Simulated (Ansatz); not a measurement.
C$_{3}$H$_{10}$Si$_{2}$ (`CC1[SiH2]C[SiH2]1`), relaxed with RKS PBE-D4/def2-SVP in the Gaussian-basis code of Ansatz from a rough embedded geometry. The force threshold is 0.03 eV/Å; the program also tests the step.

Charge 0, multiplicity 1.

Start:

```xyz
15

C     1.463    0.007   -1.366
C     0.268    0.491   -0.619
Si   -1.070   -0.832   -0.356
C    -1.545   -0.015    1.307
Si    0.343    0.504    1.312
H     1.311   -0.089   -2.406
H     2.270    0.815   -1.280
H     1.891   -0.871   -0.947
H    -0.150    1.451   -1.049
H    -2.212   -0.707   -1.371
H    -0.544   -2.204   -0.278
H    -1.762   -0.714    2.088
H    -2.131    0.818    1.282
H     1.297   -0.504    1.831
H     0.571    1.852    1.853
```

```csv
step,energy (eV),largest force (eV/Å),largest move (Å)
1,-19008.6102,3.962,0.000
2,-19009.2497,1.166,0.177
3,-19009.3297,0.464,0.058
4,-19009.3435,0.070,0.084
5,-19009.3453,0.026,0.014
```

End:

```xyz
15

C     1.573    0.031   -1.398
C     0.318    0.427   -0.620
Si   -1.174   -0.768   -0.398
C    -1.483   -0.090    1.367
Si    0.306    0.592    1.298
H     1.364   -0.120   -2.478
H     2.369    0.801   -1.325
H     2.001   -0.918   -1.013
H    -0.107    1.381   -1.013
H    -2.304   -0.652   -1.391
H    -0.707   -2.201   -0.354
H    -1.745   -0.807    2.168
H    -2.233    0.729    1.365
H     1.283   -0.372    1.923
H     0.541    1.968    1.871
```

It took 4.9 s on 4 threads of an Intel Xeon 6975P-C on a shared host, with 0.2 GiB of host memory at the peak.
